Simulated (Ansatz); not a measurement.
C2H5ClSi2 can be A, `[SiH3]C#C[SiH2]Cl`, or B, `[SiH3][Si]1(Cl)C=C1`.

Computed with Ansatz on PBE0-D4/def2-TZVP structures; ΔE is electronic, products minus reactants. CCSD(T)/CBS adds triple-zeta CCSD(T) − MP2 to the extrapolated MP2 energy (def2 sets, frozen cores). This one scheme is used for every species. DFT in def2-TZVPP. B3LYP here is the variant with VWN-RPA as its local correlation; programs differ in this.

**Question.** Which is lower in electronic energy at CCSD(T)/CBS, and by how much? (Best estimate.)

**Answer.** The calculation gave: A, by 55.3 kJ/mol.

**Question.** Give E(B) − E(A) in kJ/mol with PBE-D4, MP2/def2-TZVPP, HF/def2-TZVPP, B3LYP, B3LYP-D4, BLYP-D4, ωB97M-V. (Estimate.)

**Answer.** Ansatz gave: PBE-D4 17.7, MP2/def2-TZVPP 65.0, HF/def2-TZVPP 89.2, B3LYP 59.1, B3LYP-D4 52.9, BLYP-D4 55.5, ωB97M-V 45.3. None reverses the order clearly.

Largest T1 diagnostic: 0.012.

In def2-TZVPP, CCSD(T) changes the Hartree–Fock value by −31.3 kJ/mol (the triples alone add −3.7 kJ/mol) and MP2 by −24.1 kJ/mol. Leaving LDA and LC-ωPBE aside and taking each functional with its dispersion term where it has one, the values, not all of them listed here, spread over 46.8 kJ/mol, from PBE-D4 to B2PLYP. LDA lies −20.1 kJ/mol from PBE without D4.
